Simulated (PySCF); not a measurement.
Be(NH2)2 (BeH4N2), SMILES [NH2][Be][NH2].

Coordinates come from a r2SCAN-D4/def2-TZVP optimisation. The values are those of a single conformer.

These are PBE0/def2-TZVPD run with PySCF values and carry that method's errors.

Symmetry labels are those of the subgroup D2 that the program uses (full group D2d).

Computed valence orbital energies around the gap with their symmetry:
```csv
orbital,symmetry,energy (eV)
HOMO−7,B1,-22.72
HOMO−6,A,-22.69
HOMO−5,B2,-12.93
HOMO−4,B3,-12.93
HOMO−3,A,-11.21
HOMO−2,B1,-11.07
HOMO−1,B2,-7.08
HOMO,B3,-7.08
LUMO,A,-0.19
LUMO+1,B1,0.54
LUMO+2,B2,0.87
LUMO+3,B3,0.87
```
